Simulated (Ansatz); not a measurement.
Reactions of C₂H₆BFSi (`FB1CC1[SiH3]`).

Computed with Ansatz on PBE0-D4/def2-TZVP structures; ΔE is electronic, products minus reactants. CCSD(T)/CBS is the MP2 limit (def2-TZVPP, def2-QZVPP) plus CCSD(T) − MP2 in def2-TZVPP, frozen cores. DFT in def2-TZVPP. B3LYP here is the variant with VWN-RPA as its local correlation; programs differ in this. Elements past krypton have def2 core potentials. For Br, Ge, In, Sn outer-core shells are correlated without core-valence functions, which leaves a few kJ/mol of doubt a bond. Scalar relativity is left out up to krypton. One conformer a species, not always the lowest.

| reaction | B3LYP-D4 (kcal/mol) | CCSD/CBS(def2) (kcal/mol) | PBE0-D4 (kcal/mol) | CCSD(T)/CBS(def2) (kcal/mol) |
| --- | --- | --- | --- | --- |
| `FB1CC1[SiH3]` + `[NH2][Sn][OH]` → `[NH2][Sn][O][SiH3]` + `FB1CC1` | -23.4 | -23.2 | -20.7 | -22.4 |
| `FB1CC1[SiH3]` + `O[SiH2]S` → `O[SiH]([SiH3])S` + `FB1CC1` | 4.2 | 5.6 | 3.0 | 5.6 |
| `FB1CC1[SiH3]` + `O[SiH2][SiH3]` → `[SiH3]O[SiH2][SiH3]` + `FB1CC1` | -22.4 | -22.1 | -19.4 | -21.2 |
| `FB1CC1[SiH3]` + `O[Si]Br` → `[SiH3]O[Si]Br` + `FB1CC1` | -20.6 | -20.3 | -17.5 | -19.5 |
| `FB1CC1[SiH3]` + `C[NH][GeH3]` → `C[NH][GeH2][SiH3]` + `FB1CC1` | -0.6 | 0.5 | -1.4 | 0.5 |
| `FB1CC1[SiH3]` + `[CH3][In]([OH])[F]` → `[CH3][In]([F])[O][SiH3]` + `FB1CC1` | -21.7 | -22.6 | -19.5 | -21.6 |

Largest T1 diagnostic: 0.017, for `[NH2][Sn][OH]`.
